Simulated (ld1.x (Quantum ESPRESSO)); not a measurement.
**What one change does to a pseudopotential (Al, ultrasoft)**

| Quantity | Value |
| --- | --- |
| Element | Al |
| Generator | ld1.x (Quantum ESPRESSO) 7.5 |
| Type | ultrasoft |
| Functional | Wu–Cohen |
| Relativity | scalar-relativistic |
| Frozen core | [Ne] |
| Valence charge | 3 |
| Reference configuration | 3s1.75 3p1.25 |
| Partial waves | 3s (bound): rcut 1.70, rcutus 2.30 bohr; 3s channel at 1.1 Ry: rcut 1.70, rcutus 2.30 bohr; 3p (bound): rcut 2.25, rcutus 2.45 bohr; 3p channel at 0.1 Ry: rcut 2.25, rcutus 2.45 bohr |
| Local potential | all-electron potential smoothed inside 1.80 bohr (lloc = -1) |
| Core correction | none |
| Augmentation charge | PSQ, inside the norm-conserving radii |

Change: reference 3s1 3p0.

Cutoffs: the cutoffs (Ry, on a coarse ladder) from which the occupation-weighted sum of valence levels, in a spherical-Bessel basis at the reference potential, stays within 10 and 1 mRy of its value at 400 Ry; they do not see the model core or the augmentation charge, which bear on the density cutoff. Errors are all-electron minus pseudo energies relative to the spin-unpolarised reference configuration.

What does the change do?

Both files are very soft, the changed one slightly softer (loose and tight cutoff 6 and 8 Ry → 6 and 6 Ry on this coarse ladder); the range in which the s phases agree widens (upper end 3.2 → at the end of the scan); neither file shows a bound ghost.

| quantity | base | changed |
| --- | --- | --- |
| cutoff, loose | 6 Ry | 6 Ry |
| cutoff, tight | 8 Ry | 6 Ry |
| bound ghosts | none | none |
| largest error over its own tests, meV | -11 | -52 |
| s: phases at 2.66 bohr within 0.05 rad from the reference energy up to (Ry; the scan ends near 5) | 3.2 | to the end of the scan |
| p: phases at 2.66 bohr within 0.05 rad from the reference energy up to (Ry; the scan ends near 5) | 3.4 | 2.4 |
| lowest overlap eigenvalue by channel | s 0.45, p 0.81 | s 0.60, p 0.78 |
